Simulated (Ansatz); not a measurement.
`FB[SiH3]` + `N[AsH2]` → `[SiH3]N[AsH2]` + `BF` at 298.15 K and 1 bar (cleavage of the Si–B bond).

Computed with Ansatz on PBE0-D4/def2-TZVP structures; ΔE is electronic, products minus reactants. CCSD(T)/CBS is the MP2 limit (def2-TZVPP, def2-QZVPP) plus CCSD(T) − MP2 in def2-TZVPP, frozen cores. This one scheme is used for every species. For As outer-core shells are correlated without core-valence functions, which leaves a few kJ/mol of doubt a bond. Scalar relativity is left out up to krypton.

```
        species  CCSD(T)/CBS energy (Eh)  H − E (kJ/mol)  S (J/(mol·K))
     `FB[SiH3]`               -416.08982           118.1          297.3
      `N[AsH2]`              -2292.09958           122.1          266.6
`[SiH3]N[AsH2]`              -2582.40077           167.6          331.6
           `BF`               -125.82039            69.3          222.5
```

H − E and S are ideal-gas, rigid-rotor, harmonic terms from PBE0-D4/def2-TZVP, for one conformer and one mirror image of each species. 1 Eh = 2625.50 kJ/mol, R = 8.31446 J/(mol·K).

By hand: ΔE, ΔH, ΔS and ΔG.

ΔE = (-2582.40077) + (-125.82039) − (-416.08982) − (-2292.09958) = -0.03176 Eh = -83.4 kJ/mol. Δ(H − E) = 167.6 + 69.3 − 118.1 − 122.1 = -3.3, so ΔH = -86.7 kJ/mol. ΔS = 331.6 + 222.5 − 297.3 − 266.6 = -9.8 J/(mol·K). ΔG = -86.7 − 298.15 × (-9.8)/1000 = -83.8 kJ/mol.

By hand: the equilibrium constant, and the temperature at which ΔG would vanish if ΔH and ΔS stayed fixed.

log₁₀ K = −ΔG/(RT ln 10) = 14.7. ΔG = 0 at ΔH/ΔS = 8847 K, far beyond where these terms or the molecules hold.

The number of gas molecules stays the same, so ΔS is small and ΔH decides. A doubt of 5 kJ/mol in ΔE shifts log₁₀ K by 0.9 here. Other conformers and mirror images would add mixing entropy, several J/(mol·K) or more a flexible species. Modes under 60 cm⁻¹, often nearly free rotors, make the harmonic entropy too high. These are equilibria of isolated gas molecules and say nothing of rates. Largest T1 diagnostic: 0.014 (customary marks: 0.02 for closed shells, 0.045 for open ones).
